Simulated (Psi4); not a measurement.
propane (C₃H₈), singlet, geometry from GFN2-xTB. Base run: Psi4 with M06-2X/6-311G**.

The Psi4 input:
```
memory 2 GB

molecule mol {
0 1
C     0.000198   -0.009595    0.592623
C     0.002038    1.264737   -0.242641
C    -0.002214   -1.256219   -0.283457
H    -0.881253   -0.018555    1.237812
H     0.882081   -0.021519    1.237175
H     0.003748    2.144356    0.397126
H    -0.003506   -2.156089    0.327498
H     0.883679    1.301209   -0.879153
H    -0.879935    1.304174   -0.878516
H    -0.884281   -1.272075   -0.920227
H     0.879333   -1.275039   -0.920865
}

set {
  basis 6-311g**
  reference rks
}

energy('m06-2x')
print_variables()
```

Variants of this job, named by their change:

```tsv
change	ΔE vs base (mEh)	SCF cycles	grid points	basis functions
base	0.000	7	236045	102
basis_guess = sto-3g	0.000	6	236045	102
guess = core	0.000	10	236045	102
dft_nuclear_scheme = becke	0.008	7	234313	102
basis_guess = true	0.000	6	236045	102
damping_percentage = 50	0.003	33	236045	102
guess = sadno	0.000	8	236045	102
dft_radial_scheme = multiexp	-0.001	7	247062	102
dft_radial_scheme = becke	0.006	7	209854	102
df_basis_scf = def2-universal-jkfit	-0.050	7	236045	102
level_shift = 0.3	0.000	7	236045	102
guess = sapgau	0.000	8	236045	102
d_convergence = 1e-4	0.000	7	236045	102
```
